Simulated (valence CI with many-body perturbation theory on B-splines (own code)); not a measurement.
# E1 line list for Pb⁶⁸⁺

Calculated by configuration interaction combined with many-body perturbation theory (CI+MBPT): four valence electrons over a frozen Dirac-Fock core [Ne], radial functions for each j: 11 s, 11 p, 10 d, 8 f, 5 g, 2 h, with the one-electron correlation potential Σ1 (screened to all orders), the two-electron term Σ2, the three-electron term Σ3, Breit, model QED; selected single and double excitations, second order for the rest, scaled by the run's own slope (own B-spline code, finite nucleus).

The last digits are not significant, and no measured levels were compared; by estimate large intervals hold to a few tenths of a per cent, small ones and those within an open d or f shell to about a per cent. Among the levels kept, up to 570 cm⁻¹ of a level comes from second order outside the variational space, and about a tenth of that is noise between levels of different J, which matters for small intervals.

Lines 201 to 250 of 545 in falling wavelength, among levels below 2543.2 eV, chosen from the strongest by gf and those to the six lowest levels. Wavelengths and rates use the calculated energies. Electric multipoles are in the length gauge, E1 and E2 with the static RPA response of the core. Weak lines are less certain than strong ones. Lines between different terms over intervals too small for the method are left out, as are lines whose strength nearly cancels. The highest levels of a list are the least certain.

Levels are named by their leading jj configuration (3d3/2^4 stands for four electrons in 3d with j = 3/2), which in mixed levels can hold well under half, so a name can repeat and another be missing. Letters in brackets count levels of one name in rising energy.

```csv
λ vac (Å),Upper,Lower,A (s⁻¹),S (a.u.)
29.73,(3s 3p1/2 3d5/2^2) J=2 [a],(3s 3p1/2 3p3/2 3d5/2) J=2 [a],6.28e+11,4.07e-02
29.72,(3s 3p1/2 3p3/2 3d5/2) J=4 [c],(3s 3p1/2 3p3/2^2) J=3,3.71e+11,4.32e-02
29.71,(3s 3p1/2 3d5/2^2) J=5,(3s 3p1/2 3p3/2 3d5/2) J=5,2.34e+11,3.33e-02
29.61,(3s^2 3d5/2^2) J=2,(3s^2 3p3/2 3d5/2) J=2,7.30e+11,4.68e-02
29.60,(3s 3p1/2 3p3/2 3d5/2) J=3 [b],(3s 3p1/2 3p3/2^2) J=2 [a],1.35e+11,1.21e-02
29.58,(3s^2 3d5/2^2) J=4,(3s^2 3p3/2 3d5/2) J=4,2.78e+11,3.19e-02
29.54,(3p1/2^2 3d3/2 3d5/2) J=2,(3p1/2^2 3p3/2 3d3/2) J=2,1.10e+11,7.00e-03
29.53,(3s 3p1/2^2 3d5/2) J=2,(3s 3p1/2^2 3p3/2) J=2,7.61e+10,4.83e-03
29.50,(3s 3p3/2^2 3d5/2) J=3 [c],(3s 3p3/2^3) J=2,8.36e+11,7.42e-02
29.45,(3s 3p3/2^2 3d5/2) J=2 [b],(3s 3p3/2^3) J=2,2.58e+11,1.63e-02
29.26,(3s 3p1/2 3d5/2^2) J=1 [a],(3s 3p1/2 3p3/2 3d5/2) J=1 [a],3.00e+11,1.11e-02
29.25,(3s 3p1/2 3d5/2^2) J=3 [a],(3s 3p1/2 3p3/2 3d5/2) J=3 [a],1.28e+11,1.11e-02
29.11,(3s 3p1/2 3d5/2^2) J=4 [a],(3s 3p1/2 3p3/2 3d5/2) J=4 [a],2.72e+11,2.98e-02
29.08,(3s 3p1/2 3d3/2 3d5/2) J=3 [b],(3s 3p1/2 3p3/2 3d3/2) J=3 [a],9.44e+10,8.02e-03
28.46,(3s 3p1/2 3p3/2 3d5/2) J=3 [c],(3s 3p1/2 3p3/2^2) J=2 [a],1.64e+11,1.30e-02
16.92,(3s 3p3/2^2 3d5/2) J=4 [a],(3s^2 3p3/2 3d5/2) J=3,7.80e+11,1.68e-02
16.60,(3s 3p3/2^2 3d5/2) J=0,(3s^2 3p3/2 3d5/2) J=1,1.73e+12,3.90e-03
16.54,(3s 3p1/2 3p3/2 3d3/2) J=2 [a],(3s^2 3p1/2 3d3/2) J=2,5.39e+10,6.02e-04
16.44,(3s 3p3/2^2 3d3/2) J=1 [a],(3s^2 3p3/2 3d3/2) J=0,7.05e+11,4.64e-03
16.42,(3s 3p1/2 3p3/2^2) J=2 [a],(3s^2 3p1/2 3p3/2) J=2,3.06e+10,3.35e-04
16.42,(3s 3p3/2^2 3d3/2) J=1 [a],(3s^2 3p3/2 3d3/2) J=1,5.31e+11,3.48e-03
16.39,(3s 3p3/2^2 3d3/2) J=3 [a],(3s^2 3p3/2 3d3/2) J=2,1.13e+12,1.71e-02
16.37,(3s 3p1/2 3p3/2 3d5/2) J=2 [a],(3s^2 3p1/2 3d5/2) J=2,5.89e+11,6.37e-03
16.34,(3s 3p3/2^2 3d3/2) J=2 [a],(3s^2 3p3/2 3d3/2) J=1,9.44e+11,1.02e-02
16.33,(3s 3p1/2 3p3/2 3d3/2) J=1 [a],(3s^2 3p1/2 3d3/2) J=2,5.03e+10,3.24e-04
16.22,(3s 3p3/2^2 3d5/2) J=5,(3s^2 3p3/2 3d5/2) J=4,1.42e+12,3.30e-02
16.20,(3s 3p1/2 3p3/2^2) J=2 [a],(3s^2 3p1/2 3p3/2) J=1,1.21e+12,1.27e-02
16.19,(3s 3p1/2 3p3/2 3d3/2) J=3 [a],(3s^2 3p1/2 3d3/2) J=2,4.80e+10,7.04e-04
16.17,(3p1/2 3p3/2^2 3d3/2) J=1 [b],(3s 3p1/2 3p3/2 3d3/2) J=0 [b],5.77e+11,3.61e-03
16.17,(3p1/2 3p3/2^2 3d3/2) J=2 [b],(3s 3p1/2 3p3/2 3d3/2) J=1 [d],5.19e+11,5.42e-03
16.14,(3p1/2 3p3/2^2 3d3/2) J=1 [a],(3s 3p1/2 3p3/2 3d3/2) J=1 [c],1.58e+12,9.86e-03
16.13,(3s 3p3/2^2 3d5/2) J=4 [a],(3s^2 3p3/2 3d5/2) J=4,1.10e+12,2.05e-02
16.10,(3s 3p1/2 3p3/2 3d3/2) J=2 [a],(3s 3p1/2^2 3p3/2) J=1,4.00e+11,4.12e-03
16.08,(3p1/2 3p3/2^2 3d3/2) J=1 [b],(3s 3p1/2 3p3/2 3d3/2) J=1 [d],6.14e+11,3.78e-03
16.06,(3s 3p3/2^2 3d3/2) J=4,(3s^2 3p3/2 3d3/2) J=3,2.50e+12,4.61e-02
16.02,(3p1/2 3p3/2^2 3d3/2) J=1 [a],(3s 3p1/2 3p3/2 3d3/2) J=1 [b],7.69e+11,4.68e-03
16.01,(3p1/2 3p3/2^2 3d3/2) J=0,(3s 3p1/2 3p3/2 3d3/2) J=1 [c],4.42e+12,8.96e-03
16.01,(3p1/2 3p3/2^2 3d3/2) J=2 [c],(3s 3p1/2 3p3/2 3d3/2) J=1 [d],1.16e+12,1.17e-02
16.00,(3p1/2^2 3p3/2^2) J=2,(3s^2 3p1/2 3d3/2) J=2,1.19e+11,1.20e-03
15.97,(3p1/2 3p3/2^2 3d3/2) J=3 [b],(3s 3p1/2 3p3/2 3d3/2) J=2 [d],3.66e+12,5.15e-02
15.96,(3s 3p3/2^2 3d5/2) J=2 [a],(3s^2 3p3/2 3d5/2) J=1,5.11e+11,5.13e-03
15.96,(3s 3p1/2 3p3/2 3d3/2) J=0 [a],(3s 3p1/2^2 3p3/2) J=1,1.16e+11,2.33e-04
15.96,(3s 3p1/2 3p3/2^2) J=3,(3s^2 3p1/2 3p3/2) J=2,8.59e+11,1.21e-02
15.93,(3s 3p1/2 3p3/2 3d5/2) J=3 [b],(3s^2 3p1/2 3d5/2) J=3,6.24e+11,8.72e-03
15.93,(3p1/2 3p3/2^2 3d3/2) J=3 [a],(3s 3p1/2 3p3/2 3d3/2) J=3 [c],5.71e+11,7.98e-03
15.92,(3p1/2 3p3/2^2 3d3/2) J=3 [a],(3s 3p1/2 3p3/2 3d3/2) J=2 [c],3.62e+11,5.04e-03
15.85,(3p1/2 3p3/2^2 3d3/2) J=2 [a],(3s 3p1/2 3p3/2 3d3/2) J=2 [b],1.79e+12,1.76e-02
15.85,(3p1/2 3p3/2^2 3d3/2) J=4,(3s 3p1/2 3p3/2 3d3/2) J=3 [c],2.60e+12,4.60e-02
15.85,(3s 3p1/2 3p3/2 3d5/2) J=4 [b],(3s^2 3p1/2 3d5/2) J=3,3.13e+11,5.53e-03
15.79,(3p1/2 3p3/2^3) J=1,(3s 3p1/2 3p3/2^2) J=1 [b],4.17e+12,2.43e-02
```
